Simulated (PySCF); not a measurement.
# Electron correlation in Kr(2+) (krypton, charge +2)

[Ar] 3d10 4s2 4p4, high-spin 3P determinant. All numbers are calculated (PySCF 2.14, no relativity, point nucleus, in pcseg-2). Frozen: [Ar] 3d10; 6 electrons correlated.

MP2 pair energies summed by pair of shells (mhartree):

| pair | energy | share (%) |
| --- | --- | --- |
| 4p-4p | -49.57 | 46.5 |
| 4s-4p | -49.21 | 46.1 |
| 4s-4s | -7.92 | 7.4 |

Total MP2 correlation energy: -106.70 mhartree.

Same-spin part -24.09 and opposite-spin part -82.61 mhartree; SCS-MP2 scales them by 1/3 and 6/5 to -107.16 mhartree.

```tsv
level	correlation energy (mhartree)
CCSD	-126.85
(T)	-3.00
CCSD(T)	-129.85
```

Diagnostics: T1 = 0.0065, D1 = 0.0210, largest double amplitude 0.049.

Task: Is a single reference adequate?

Result: Yes, within this model without spin-orbit coupling: T1 lies below 0.03 and no double amplitude reaches 0.07.
